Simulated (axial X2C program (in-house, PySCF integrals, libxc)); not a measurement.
Spin–orbit effects down a group: molecules with Pd (ions), HF

Computed with an in-house all-electron X2C program for linear molecules (integrals from PySCF), spin-free (one-electron X2C) or two-component (2c: spin–orbit coupling with atomic mean-field Coulomb and Gaunt terms, which also bring small scalar terms), in Dyall basis sets with cores contracted in-house; open shells are unrestricted.

Basis sets: H dyall-v3z, Li dyall-cv3z, Na dyall-cv3z, Pd dyall-cv3z.

| molecule | spin-free state | Re (Å) | ωe (cm⁻¹) | De (eV) | 2c state | Re 2c (Å) | ωe 2c (cm⁻¹) | De 2c (eV) |
| --- | --- | --- | --- | --- | --- | --- | --- | --- |
| PdH⁺ | M_S = 0, Λ = 0 | 1.443 | 2484.1 | 0.08 | Ω = 0 | 1.446 | 2461.5 | n/a |
| LiPd⁺ | M_S = 0, Λ = 0 | 2.430 | 274.9 | n/a | Ω = 0 | 2.432 | 274.3 | n/a |
| NaPd⁺ | M_S = 0, Λ = 0 | 2.905 | 115.9 | n/a | Ω = 0 | 2.906 | 115.9 | n/a |

Fragments in 2c: Pd+ + H, Pd + Li+, Pd + Na+. Each entry is the lowest single determinant of a limited PBE0 search at one distance. De goes to single-determinant-based atoms at the same level (for ions the charge split of lowest energy) and is withheld (n/a) where an atom does not fit its ground term or J level. Main or longest-lived isotopes.
